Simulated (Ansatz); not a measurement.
```yaml
crystal:
  periodic: [false, false, false]
  atoms:
    - {symbol: Cl, position_ang: [-0.000000, 0.000000, -0.023509]}
    - {symbol: Ga, position_ang: [0.000000, -0.000000, 2.192109]}
basis:
  gaussian: {orbitals: x2c-TZVPPall}
total_charge: -1
magnetization: {spin_polarized: true, initial_magnetization: 1}
hamiltonian: {xc: {name: HF}}
correlation: {active_space: {window: {electrons: 40, orbitals: 30}}}
accuracy: high
```

```sh
$ ansatz run in.yaml --threads 2 --pin off --events-out ev --progress --plain --max-ram 32768MiB --backend cpu
```

Question: How does Ansatz answer? (An estimate is asked.)

Answer: Ansatz gave: The input was rejected before any iteration.
```
Error: invalid value for `correlation.active_space`: it starts from restricted Hartree–Fock orbitals; set hamiltonian.xc: hf without magnetization.spin_polarized
```
